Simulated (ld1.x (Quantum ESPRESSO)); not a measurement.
## B (Z = 5): excitation energies, all-electron against PAW

| Item | Value |
| --- | --- |
| Element | boron (B) |
| Generator | ld1.x (Quantum ESPRESSO) 7.5 |
| Type | PAW |
| Functional | LDA (PZ) |
| Relativity | fully relativistic |
| Frozen core | [He] |
| Valence charge | 3 |
| Reference configuration | 2s2 2p1 |
| Partial waves | 2s (bound): rcut 1.35, rcutus 1.60 bohr; 2s channel at 0.45 Ry: rcut 1.35, rcutus 1.60 bohr; 2p (bound): rcut 2.45, rcutus 3.40 bohr; 2p channel at 1.05 Ry: rcut 2.45, rcutus 3.40 bohr; 3d channel at 0.05 Ry: rcut 2.95, rcutus 3.40 bohr; 3d channel at 2.7 Ry: rcut 2.95, rcutus 3.40 bohr |
| Local potential | all-electron potential smoothed inside 3.10 bohr (lloc = -2) |
| Core correction | a·sin(br)/r model core, default radius (ld1.x builds one for every PAW set, though the input has nlcc=.false.) |
| Augmentation charge | BESSEL, radius 1.50 bohr |

Open shells are filled in proportion to 2j + 1 (rel_dist='average').

Energies are relative to the spin-unpolarised reference configuration 2s2 2p1; without spin polarisation the order of configurations can differ from experiment. The frozen-core shift is the all-electron ΔE with the core orbitals held at their reference shape minus the fully relaxed ΔE.

| valence configuration | charge | ΔE all-electron (eV) | error AE − PS (meV) | frozen-core shift (meV) |
| --- | --- | --- | --- | --- |
| 2s2 2p0 | +1 | 8.327 | +0.8 | +0.5 |
| 2s2 2p0.5 | +0.5 | 2.943 | +0.4 | +0.1 |
| 2s2 2p1.3 | -0.3 | -0.772 | -0.2 | 0.0 |
| 2s0 2p3 | 0 | 11.401 | -1.2 | +1.9 |
| 2s1 2p2 | 0 | 5.686 | -0.2 | +0.5 |
| 2s1 2p1 | +1 | 14.283 | -0.7 | +1.3 |

What are ΔE and the potential's error for 2s1 2p0?

ΔE = 33.631 eV all-electron; the error (AE − PS) is -4.6 meV.

Levels in the configuration 2s1 2p1:

| level | all-electron (eV) | pseudo (eV) |
| --- | --- | --- |
| 2s j=1/2 | -19.497 | -19.500 |
| 2p j=1/2 | -13.543 | -13.542 |
| 2p j=3/2 | -13.538 | -13.537 |

The ghost test of this file was not conclusive.
